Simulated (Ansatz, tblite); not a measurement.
Cost and result up the ladder for TiH₄ (5 atoms). The state is a singlet with charge 0. Geometry: B3LYP-D4/def2-TZVP.

```xyz
5

Ti    0.000    0.000    0.000
H    -0.494    1.096    1.194
H     0.298   -1.510    0.709
H     1.416    0.568   -0.737
H    -1.220   -0.154   -1.166
```

Ansatz on 4 threads of Arm Neoverse V1 on a shared host; xTB runs through tblite on one thread. Times are rough, summed over both states, and most runs start from the orbitals of an earlier one. PBE0-D4/def2-TZVP serves as the yardstick here, not as an exact answer. The other state is a triplet.

The xTB rows come from tblite.

xTB has no spin-polarisation term.

| level | functions | wall time | vertical triplet (eV) | difference from PBE0-D4/def2-TZVP (eV) |
| --- | --- | --- | --- | --- |
| GFN2-xTB | 13 | 0.002 s | 2.72 | -0.08 |
| GFN1-xTB | 17 | 0.005 s | 2.10 | -0.70 |
| PBE-D4/def2-TZVP | 69 | 1.5 s | 2.77 | -0.04 |
| r2SCAN-D4/def2-TZVP (with forces) | 69 | 3.5 s | 2.87 | 0.07 |
| PBE0-D4/def2-TZVP | 69 | 3.6 s | 2.80 | 0.00 |
